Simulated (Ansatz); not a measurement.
`C=CC1=C[SiH2]1`, relaxed with RKS PBE-D4/def2-SVP in Ansatz from a rough embedded geometry. The force threshold is 0.03 eV/Å; the program also tests the step.

Charge 0, multiplicity 1.

Start:

```xyz
11

C     0.427    0.058   -2.024
C    -0.406   -0.368   -1.117
C    -0.246   -0.128    0.235
C    -0.846   -0.473    1.464
Si    0.646    0.573    1.577
H     1.263    0.741   -1.813
H     0.218   -0.110   -3.078
H    -1.271   -0.979   -1.381
H    -1.694   -0.996    1.807
H     1.675   -0.214    2.257
H     0.233    1.896    2.072
```

How much energy does the relaxation release, and in how many steps? (Best estimate.)

The calculation gave: 16.77 kcal/mol, in 5 steps.

Which bonds change most? (An estimate is asked.)

Computed: C3–Si5 from 1.757 to 1.847 Å; C2–C3 from 1.383 to 1.449 Å; C3–C4 from 1.410 to 1.354 Å; C4–H9 from 1.054 to 1.102 Å.

Give the relaxed structure. (Estimate.)

The calculation gave: 
```xyz
11

C     0.401    0.092   -2.073
C    -0.446   -0.401   -1.142
C    -0.293   -0.174    0.281
C    -0.913   -0.502    1.440
Si    0.564    0.540    1.754
H     1.266    0.705   -1.774
H     0.254   -0.102   -3.146
H    -1.311   -1.015   -1.456
H    -1.799   -1.088    1.733
H     1.842   -0.051    2.278
H     0.436    1.994    2.105
```
